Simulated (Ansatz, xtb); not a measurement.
Relative energy of two isomers of C2H9FGeN2

We compare I, `CN[CH2][Ge@H]([NH2])[F]`, a singlet, with II, `C[NH][GeH]([F])[NH]C`, a singlet. Both are isolated molecules in the gas phase, relaxed with B3LYP-D3(BJ)/def2-SVP; each stands in its lowest conformer found.

Q: Which of the two would you expect CCSD(T)/def2-SVP + ΔMP2/def2-TZVPP electronic energies to favour?

A: Structure II; the calculation gives E(II) − E(I) = −0.282 eV.

The same difference at several levels:

```tsv
level	geometry	E(II) − E(I) (eV)	departure from the last row (eV)	job, with rough time for the two
B3LYP-D3(BJ)/def2-SVP	B3LYP-D3(BJ)/def2-SVP	−0.292	−0.010	optimisation, 67 s
HF/def2-SVP	B3LYP-D3(BJ)/def2-SVP	−0.465	−0.183	part of the CCSD(T) run
MP2/def2-SVP	B3LYP-D3(BJ)/def2-SVP	−0.402	−0.120	part of the CCSD(T) run
CCSD(T)/def2-SVP	B3LYP-D3(BJ)/def2-SVP	−0.389	−0.107	single point
CCSD(T)/def2-SVP + ΔMP2/def2-TZVPP	B3LYP-D3(BJ)/def2-SVP	−0.282		single point, 1.7 min
```

As drawn, II has 1 Ge–N, 1 C–H in place of 1 C–Ge, 1 N–H.

None of the levels shown reverses the order. The largest departure from CCSD(T)/def2-SVP + ΔMP2/def2-TZVPP is that of HF/def2-SVP, 0.183 eV. Levels run at GFN2-xTB geometries aren't shown. The last row adds to CCSD(T) the change of the MP2 difference between the two basis sets, here +0.107 eV.

With thermal terms from frequencies at re-optimised GFN2-xTB minima (ideal gas, soft modes damped towards free rotors, one conformer each, 298.15 K, 1 atm): the zero-point term adds +0.016 eV; ΔH is −0.264 and ΔG −0.273 eV.

The correlated steps freeze 14 core orbitals; the filled d shell of Ge is correlated, in a basis made for valence electrons. Mirror images aren't counted in ΔG. Programs: Ansatz 0.2.0, xtb 6.7.1; the last row on 4 threads of Arm Neoverse V1 on a shared host.
